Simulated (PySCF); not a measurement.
BCl, charge +1, sextet, geometry from GFN2-xTB of the parent state (the spin is typed, not shown lowest); R2SCAN/aug-cc-pVDZ run with PySCF.

PySCF was given this input:
```python
from pyscf import gto, scf, dft

mol = gto.Mole()
mol.atom = '''
    B    -0.00000000   -0.00000000   -1.16598762
    Cl    0.00000000    0.00000000    0.34293754
'''
mol.basis = 'aug-cc-pvdz'
mol.charge = 1
mol.spin = 5
mol.verbose = 4
mol.build()

mf = dft.UKS(mol)
mf.xc = 'r2scan'
mf.kernel()
```

Output, abridged:

```
PySCF version 2.14.0

[INPUT] verbose = 4
[INPUT] num. atoms = 2
[INPUT] num. electrons = 21
[INPUT] charge = 1
[INPUT] spin (= nelec alpha-beta = 2S) = 5
[INPUT] symmetry False subgroup None
[INPUT] Mole.unit = angstrom
[INPUT] Symbol           X                Y                Z      unit          X                Y                Z       unit  Magmom
[INPUT]  1 B      0.000000000000   0.000000000000  -1.165987620000 AA    0.000000000000   0.000000000000  -2.203397266433 Bohr   0.0
[INPUT]  2 Cl     0.000000000000   0.000000000000   0.342937540000 AA    0.000000000000   0.000000000000   0.648058028432 Bohr   0.0

nuclear repulsion = 29.8093398669289
number of shells = 16
number of NR pGTOs = 85
number of NR cGTOs = 50
basis = aug-cc-pvdz
ecp = {}

******** <class 'pyscf.dft.uks.UKS'> ********
method = UKS
initial guess = minao
damping factor = 0
level_shift factor = 0
DIIS = <class 'pyscf.scf.diis.CDIIS'>
diis_start_cycle = 1
diis_space = 8
diis_damp = 0
SCF conv_tol = 1e-09
SCF conv_tol_grad = None
SCF max_cycles = 50
direct_scf = True
direct_scf_tol = 1e-13
number electrons alpha = 13  beta = 8
XC library pyscf.dft.libxc version 7.1.2
    S. Lehtola, C. Steigemann, M. J. T. Oliveira, and M. A. L. Marques,  SoftwareX 7, 1–5 (2018)
XC functionals = r2scan
    J. W. Furness, A. D. Kaplan, J. Ning, J. P. Perdew, and J. Sun,  J. Phys. Chem. Lett. 11, 8208–8215 (2020)
    J. W. Furness, A. D. Kaplan, J. Ning, J. P. Perdew, and J. Sun,  J. Phys. Chem. Lett. 11, 9248–9248 (2020)
    J. W. Furness, A. D. Kaplan, J. Ning, J. P. Perdew, and J. Sun,  J. Phys. Chem. Lett. 11, 8208–8215 (2020)
    J. W. Furness, A. D. Kaplan, J. Ning, J. P. Perdew, and J. Sun,  J. Phys. Chem. Lett. 11, 9248–9248 (2020)
radial grids:
    Treutler-Ahlrichs [JCP 102, 346 (1995); DOI:10.1063/1.469408] (M4) radial grids

becke partition: Becke, JCP 88, 2547 (1988); DOI:10.1063/1.454033
pruning grids: <function nwchem_prune>
grids dens level: 3
symmetrized grids: False
atomic radii adjust function: <function treutler_atomic_radii_adjust>
small_rho_cutoff = 0
Set gradient conv threshold to 3.16228e-05
tot grids = 32928
init E= -485.260585955575

cycle= 1 E= -483.895106947854  delta_E= 1.37  |g|=  0.4  |ddm|= 1.67

cycle= 2 E= -483.960206872434  delta_E= -0.0651  |g|= 0.297  |ddm|= 0.912

cycle= 3 E= -484.017329260352  delta_E= -0.0571  |g|= 0.0438  |ddm|= 0.402

cycle= 4 E= -484.018650968887  delta_E= -0.00132  |g|= 0.0151  |ddm|= 0.101

cycle= 5 E= -484.018818039345  delta_E= -0.000167  |g|= 0.00146  |ddm|= 0.0208

cycle= 6 E= -484.018819755473  delta_E= -1.72e-06  |g|= 0.000313  |ddm|= 0.00236

cycle= 7 E= -484.018819848737  delta_E= -9.33e-08  |g|= 3.11e-05  |ddm|= 0.000687

cycle= 8 E= -484.018819849911  delta_E= -1.17e-09  |g|= 3.5e-06  |ddm|= 7.23e-05

cycle= 9 E= -484.018819849924  delta_E= -1.31e-11  |g|= 2.01e-07  |ddm|= 7.32e-06

Extra cycle  E= -484.018819849924  delta_E= -1.14e-13  |g|= 4.13e-08  |ddm|= 5.56e-07
converged SCF energy = -484.018819849924  <S^2> = 8.7556967  2S+1 = 6.0018986
```
